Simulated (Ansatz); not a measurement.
Input for Ansatz (an electronic-structure program): R-CCSD(T)/aug-cc-pV(T+d)Z on HF (SMILES F). Files ending in .json are basis or fitting sets from the Basis Set Exchange.

Ansatz 0.2 input:
```yaml
crystal:
  periodic: [false, false, false]
  atoms:
    - {symbol: F, position_ang: [-1.44370064, -0.22894985, -0.24384746]}
    - {symbol: H, position_ang: [-0.94647269, -0.05062702, 0.53323070]}
basis:
  gaussian:
    orbitals: aug-cc-pV_T+d_Z.json
magnetization: {spin_polarized: false}
correlation: {method: ccsd_t, electrons: outside_noble_gas}
scf: {lower_state_search: off}
```

The head of its log:

```
WARN ansatz: RAYON_NUM_THREADS=2 ignored (pool sized by the plan → 2); use --threads N
Functional definition: HF
these checks for a lower state are left out or cut short: stability, starts, cluster_reference, orbital_swaps, neighbouring_geometries, increment
integrals: 0.04 GiB planned
415 factors; integrals over basis functions are off by at most 1.6e-3 eV
mean field: 0.07 GiB planned
mean field evaluation 1: about -2721.7735 eV, gradient 2.5e1 eV
mean field evaluation 2: about -2721.7735 eV, gradient 2.5e1 eV
mean field evaluation 4: about -2722.7537 eV, gradient 1.2e0 eV
mean field evaluation 8: about -2722.7588 eV, gradient 6.1e-5 eV
mean field -2722.75881850 eV, -100.0595410275 hartree, gradient 2.3e-6 eV, S^2 0.000000; 0 other end points of the search recorded, 0 dependent functions left out
1 core orbitals not correlated
reference -2722.75881850 eV, -100.0595410275 hartree; 4, 4 occupied and 64, 64 virtual orbitals, 415 factors
```

### Question
Predict the final total energy.

### Answer
-100.3492 hartree (reference determinant -100.0595, T1 diagnostic 0.010).
